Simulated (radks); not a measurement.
Cl5+, configuration [Ne] 3s2. Calculated with a radial shooting solver on a logarithmic mesh with Libxc functionals: Dirac Kohn-Sham, LDA (Slater exchange, Perdew-Wang correlation), spin-unpolarised, spherical densities, point nucleus. Some entries of the table are withheld. Estimate them.

| orbital | occ. | eigenvalue (hartree) | <1/r> (bohr^-1) |
|---|---|---|---|
| 1s1/2 | 2 | -104.0085 | (1) |
| 2s1/2 | 2 | -12.34156 | 3.321 |
| 2p1/2 | 2 | (2) | 3.243 |
| 2p3/2 | 4 | (3) | 3.219 |
| 3s1/2 | 2 | -3.29060 | (4) |

Answer. 
(1) 1s1/2 <1/r> (bohr^-1): 16.63
(2) 2p1/2 eigenvalue (hartree): -10.19384
(3) 2p3/2 eigenvalue (hartree): -10.13056
(4) 3s1/2 <1/r> (bohr^-1): 1.073
